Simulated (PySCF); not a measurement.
Zn(Cl)(Et) (C₂H₅ClZn), SMILES C[CH2][Zn][Cl]. Atoms are numbered in the order given.

```xyz
9

Zn     0.1779    -0.0976     0.0000
Cl    -0.2372    -2.1853     0.0000
C      0.5611     1.8090     0.0000
C     -0.6752     2.7165     0.0000
H      1.2001     2.0120    -0.8867
H      1.2001     2.0120     0.8867
H     -1.3156     2.5550     0.8916
H     -1.3156     2.5550    -0.8916
H     -0.3908     3.7914     0.0000
```
Charge 0, spin multiplicity 1.

Geometry optimised at PBE-D3(BJ)/def2-SVP. The structure was generated by enumeration; whether it is a known compound was not checked. The values are those of a single conformer.

Computed with PySCF with PBE/def2-TZVP.

Atomic charges (e):

```csv
atom,Mulliken,Löwdin
Zn1,0.33,0.15
Cl2,-0.30,0.04
C3,-0.25,-0.51
C4,-0.39,-0.35
H5,0.12,0.15
H6,0.12,0.15
H7,0.13,0.13
H8,0.13,0.13
H9,0.12,0.12
```
